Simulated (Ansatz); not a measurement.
Cartesian coordinates (Å):
```xyz
23

B      2.3512     0.8357    -0.7599
C      1.4468    -0.1514     0.0192
C      0.8534    -1.4123    -0.6752
C     -0.6032    -1.4147    -0.1863
C     -0.4592    -0.9040     1.2527
C      0.2621     0.3855     0.8444
C     -0.7618     0.9978    -0.1479
C     -1.7844     1.8097     0.6044
O     -2.9384     1.5108     0.7597
C     -1.3441    -0.2456    -0.8539
H      2.4256     2.0010    -0.4325
H      3.0769     0.4367    -1.6436
H      2.2389    -0.4835     0.7392
H      1.3755    -2.3294    -0.3617
H      0.9161    -1.3654    -1.7731
H     -1.1085    -2.3837    -0.3065
H      0.1600    -1.5554     1.8895
H     -1.4266    -0.7329     1.7499
H      0.5618     1.0688     1.6532
H     -0.2468     1.6998    -0.8274
H     -1.3750     2.7500     1.0606
H     -2.4265    -0.2954    -0.6613
H     -1.1939    -0.2222    -1.9434
```
Charge 0, spin multiplicity 1.

All values below come from frozen-core CCSD(T)/cc-pVDZ // PBE0-D4/def2-SVP run with Ansatz (a first-principles code).

The HF energy comes out as -410.05525 Ha. The MP2 correlation energy is -1.36843 Ha.

Problem. Estimate the CCSD correlation energy, the (T) correction, the total energy and the T1 diagnostic.

Solution. 
```
Property                         Value
-----------------------  -------------
CCSD correlation energy    -1.45767 Ha
(T) correction             -0.05189 Ha
CCSD(T) total energy     -411.56481 Ha
T1 diagnostic                    0.012
```
